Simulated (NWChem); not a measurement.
System: CH3AlF2; SMILES [CH3][Al]([F])[F]

```xyz
7

Al    -0.0050     0.0473     0.0006
C     -0.0085    -1.8796     0.0014
H      0.4851    -2.2673    -0.9046
H     -1.0281    -2.2908     0.0396
H      0.5553    -2.2701     0.8638
F     -1.3995     0.9461    -0.0011
F      1.4054     0.9212    -0.0009
```
Atoms are numbered in this order, from 1.

All runs: NWChem. Geometry: optimised at PBE0/def2-SVP. Vzz is the largest principal value of the second derivative of the potential at the nucleus (NWChem prints the opposite sign); η is the asymmetry. Non-relativistic.

| level | Vzz Al1 (a.u.) | η Al1 |
|---|---|---|
| Hartree-Fock/def2-TZVP | 1.248 | 0.42 |
| Hartree-Fock/def2-SVP | (withheld) | 0.45 |
| PBE0/cc-pVTZ | 1.189 | 0.37 |
| PBE0/def2-SVP | 0.906 | 0.37 |

Q: Fill in the missing entries.

A: 
- Hartree-Fock/def2-SVP, Vzz Al1 (a.u.): 0.988
